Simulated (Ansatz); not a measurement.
**CH5BFNO (SMILES COB(N)F): the energy to break a bond**

CH5BFNO has 10 atoms, charge 0, and is taken as a singlet. SMILES: `COB(N)F`. Geometry: optimised at PBE0/def2-SVP. This is one conformer, not always the lowest.

```csv
atom,x (Å),y (Å),z (Å)
C,-1.3296,0.2631,-0.4858
O,-0.0922,0.1109,-1.1127
B,1.0387,-0.1419,-0.4019
N,1.0940,-0.2763,0.9973
F,2.1673,-0.2695,-1.1086
H,-1.3350,1.1131,0.2214
H,-1.6306,-0.6471,0.0653
H,-2.0928,0.4593,-1.2528
H,0.2970,-0.1971,1.6103
H,1.9660,-0.4652,1.4703
```

Wanted: the dissociation energy of the H8–C1 bond into doublet H and doublet CH4BFNO (shapes relaxed at PBE0/def2-SVP, no zero-point term). 1 Eh = 2625.50 kJ/mol = 27.2114 eV. Totals in Eh; open shells run unrestricted unless said.

| level | program | CH5BFNO | doublet H | doublet CH4BFNO |
| --- | --- | --- | --- | --- |
| HF/def2-SVP | Ansatz | -294.146010 | -0.499278 | -293.517835 |
| PBE/def2-SVP | Ansatz | -295.368875 | -0.498629 | -294.712286 |

Question: Work out the dissociation energy at each level.

Answer: 
1. HF/def2-SVP: (-0.499278) + (-293.517835) − (-294.146010) = 0.128897 Eh = 338.4 kJ/mol = 3.51 eV.
2. PBE/def2-SVP: (-0.498629) + (-294.712286) − (-295.368875) = 0.157960 Eh = 414.7 kJ/mol = 4.30 eV.

The levels span 338 to 415 kJ/mol; no measured value is set beside them. Hartree–Fock lacks the correlation of the bonding electrons, so it comes out low. A bond enthalpy at 298 K also holds the loss of zero-point energy and thermal terms.
